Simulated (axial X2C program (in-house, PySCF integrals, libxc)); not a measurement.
**Which molecule has these constants?**

Computed with an axial X2C code built on PySCF integrals, spin-free (one-electron X2C) or two-component (2c: spin–orbit coupling with atomic mean-field Coulomb and Gaunt terms, which also bring small scalar terms), in Dyall basis sets with cores contracted in-house; open shells are unrestricted.

A two-component PBE0 calculation in a Dyall 3-zeta basis gave Re = 2.063 Å, ωe = 589.1 cm⁻¹, De = 5.38 eV, dipole magnitude 1.36 D, Ω = 0.

Question: Which molecule is it?
A. SiSe
B. SiTe
C. SiO

Answer: A. The others have SiO 1.516 Å and 1261.4 cm⁻¹ (Ω = 0); SiTe 2.276 Å and 491.6 cm⁻¹ (Ω = 0).

Each entry is the lowest single determinant of a limited PBE0 search at one distance. De goes to single-determinant-based atoms at the same level (for ions the charge split of lowest energy) and is withheld (n/a) where an atom does not fit its ground term or J level. Main or longest-lived isotopes. Some light 2c atoms are not at their ground J level, so De misses part of their lowering (0.04 eV or less). The functionals have no current term, which raises determinants with orbital currents.
